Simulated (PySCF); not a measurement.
C4H3Cl2F, SMILES F[C@@H](Cl)C=C=CCl.

Coordinates come from a PBE-D3(BJ)/def2-SVP optimisation. The structure was generated by enumeration; whether it is a known compound was not checked. Other conformers were not sampled.

Computed with PBE-D3(BJ)/def2-SVP (PySCF).

Frequencies are harmonic and unscaled.

```json
[
 {"mode": "1", "ν (cm⁻¹)": "42", "IR (km/mol)": "0.9", "moving atoms (share of kinetic energy)": "Cl 42 %, C 28 %, F 25 %"},
 {"mode": "2", "ν (cm⁻¹)": "79", "IR (km/mol)": "0.6", "moving atoms (share of kinetic energy)": "Cl 46 %, C 42 %, F 9 %"},
 {"mode": "3", "ν (cm⁻¹)": "151", "IR (km/mol)": "0.4", "moving atoms (share of kinetic energy)": "Cl 57 %, C 37 %"},
 {"mode": "4", "ν (cm⁻¹)": "181", "IR (km/mol)": "0.8", "moving atoms (share of kinetic energy)": "C 60 %, H 25 %, F 8 %"},
 {"mode": "5", "ν (cm⁻¹)": "331", "IR (km/mol)": "8.2", "moving atoms (share of kinetic energy)": "F 46 %, C 33 %, Cl 16 %"},
 {"mode": "6", "ν (cm⁻¹)": "375", "IR (km/mol)": "12.3", "moving atoms (share of kinetic energy)": "C 49 %, Cl 25 %, H 17 %, F 9 %"},
 {"mode": "7", "ν (cm⁻¹)": "426", "IR (km/mol)": "1.7", "moving atoms (share of kinetic energy)": "C 39 %, F 34 %, Cl 24 %"},
 {"mode": "8", "ν (cm⁻¹)": "466", "IR (km/mol)": "15.4", "moving atoms (share of kinetic energy)": "C 75 %, H 14 %"},
 {"mode": "9", "ν (cm⁻¹)": "532", "IR (km/mol)": "17.7", "moving atoms (share of kinetic energy)": "C 64 %, Cl 16 %, H 13 %"},
 {"mode": "10", "ν (cm⁻¹)": "706", "IR (km/mol)": "55.9", "moving atoms (share of kinetic energy)": "C 62 %, H 28 %"},
 {"mode": "11", "ν (cm⁻¹)": "750", "IR (km/mol)": "157.2", "moving atoms (share of kinetic energy)": "C 58 %, H 31 %, Cl 9 %"},
 {"mode": "12", "ν (cm⁻¹)": "764", "IR (km/mol)": "11.4", "moving atoms (share of kinetic energy)": "C 68 %, H 18 %, Cl 13 %"},
 {"mode": "13", "ν (cm⁻¹)": "848", "IR (km/mol)": "30.6", "moving atoms (share of kinetic energy)": "H 75 %, C 25 %"},
 {"mode": "14", "ν (cm⁻¹)": "1027", "IR (km/mol)": "32.2", "moving atoms (share of kinetic energy)": "C 74 %, H 17 %, F 8 %"},
 {"mode": "15", "ν (cm⁻¹)": "1077", "IR (km/mol)": "129.0", "moving atoms (share of kinetic energy)": "C 54 %, F 27 %, H 19 %"},
 {"mode": "16", "ν (cm⁻¹)": "1107", "IR (km/mol)": "38.3", "moving atoms (share of kinetic energy)": "H 60 %, C 39 %"},
 {"mode": "17", "ν (cm⁻¹)": "1167", "IR (km/mol)": "34.6", "moving atoms (share of kinetic energy)": "H 87 %, C 13 %"},
 {"mode": "18", "ν (cm⁻¹)": "1212", "IR (km/mol)": "1.9", "moving atoms (share of kinetic energy)": "H 80 %, C 18 %"},
 {"mode": "19", "ν (cm⁻¹)": "1285", "IR (km/mol)": "19.5", "moving atoms (share of kinetic energy)": "H 72 %, C 26 %"},
 {"mode": "20", "ν (cm⁻¹)": "1390", "IR (km/mol)": "68.9", "moving atoms (share of kinetic energy)": "C 67 %, H 33 %"},
 {"mode": "21", "ν (cm⁻¹)": "2018", "IR (km/mol)": "8.5", "moving atoms (share of kinetic energy)": "C 99 %"},
 {"mode": "22", "ν (cm⁻¹)": "3038", "IR (km/mol)": "8.5", "moving atoms (share of kinetic energy)": "H 92 %, C 8 %"},
 {"mode": "23", "ν (cm⁻¹)": "3075", "IR (km/mol)": "1.0", "moving atoms (share of kinetic energy)": "H 92 %, C 8 %"},
 {"mode": "24", "ν (cm⁻¹)": "3116", "IR (km/mol)": "5.2", "moving atoms (share of kinetic energy)": "H 92 %, C 8 %"}
]
```
